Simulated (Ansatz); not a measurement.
Ideal-gas functions of CH3O3Re (`[CH3][Re](=[O])(=[O])=[O]`) at 600 K and 1 bar, from an Ansatz frequency run at PBE0-D4/def2-TZVP.

Molar mass 249.24 g/mol, point group C3v (symmetry number 3), electronic degeneracy 1, moments of inertia 130.817, 144.917, 144.917 u Å². Harmonic wavenumbers (cm⁻¹, unscaled): 168, 214, 214, 271, 338, 338, 582, 744, 744, 1029, 1029, 1072, 1241, 1420, 1420, 3056, 3159, 3159.

Use S(trans) = R[1.5 ln M + 2.5 ln T − 1.1517]; rotational temperatures θ = 24.2544 K / I; S(rot) = R[ln(√π/σ · √(T³/θAθBθC)) + 1.5]; for each mode x = 1.438777 ν̃/T, S = R[x/(eˣ − 1) − ln(1 − e⁻ˣ)] and H = RT x/(eˣ − 1); 1 cm⁻¹ = 0.0119627 kJ/mol; R = 8.31446 J/(mol·K).

By hand: the entropy, in J/(mol·K).

Translation 192.2. Rotation: θ = 0.1854, 0.1674, 0.1674 K, giving 109.7. Vibration, mode by mode: 15.93, 13.95, 13.95, 12.04, 10.29, 10.29, 6.19, 4.52, 4.52, 2.64, 2.64, 2.43, 1.77, 1.25, 1.25, 0.05, 0.04, 0.04, in all 103.8. Electronic 0.0. Sum 405.7 J/(mol·K).

By hand: H − E and G − E in kJ/mol, counted from the electronic energy.

Zero-point energy ½ × 20198 × 0.0119627 = 120.8; thermal vibration 33.0; translation, rotation and pV give 4 RT = 20.0. H − E = 173.8 kJ/mol, and G − E = 173.8 − 600 × 405.7/1000 = -69.6 kJ/mol.

Vibration gives 26 % of the entropy.
